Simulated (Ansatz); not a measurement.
Stepwise reaction of `CB(S)S` with hydrogen, as a gas-phase model of exchange steps in deposition or etching. ΔE in kJ/mol.

Gas-phase electronic energies from Ansatz, PBE0-D4/def2-TZVP geometries. CBS: MP2 limit from def2 TZ/QZ plus the TZ coupled-cluster correction, frozen cores. This one scheme is used for every species. Functionals use def2-TZVPP. B3LYP here is the variant with VWN-RPA as its local correlation; programs differ in this. One conformer a species, not always the lowest.

| step | reaction | PBE-D4 | B3LYP-D4 | ωB97M-V | CCSD(T)/CBS |
| --- | --- | --- | --- | --- | --- |
| 1 | `CB(S)S` + H₂ → `CBS` + H₂S | 59.4 | 50.6 | 49.3 | 51.9 |
| 2 | `CBS` + H₂ → `BC` + H₂S | 92.6 | 80.8 | 79.6 | 81.4 |

By hand: ΔE of the 2 steps together at CCSD(T)/CBS.

(51.9) + (81.4) = 133.3 kJ/mol, or 66.7 kJ/mol a step.

In ΔE each step is higher than the one before. All are uphill at CCSD(T)/CBS. PBE-D4 differs from CCSD(T)/CBS by 7.5 to 11.2 kJ/mol a step. Isolated molecules leave out the surface, adducts and barriers. Largest T1 diagnostic: 0.013.
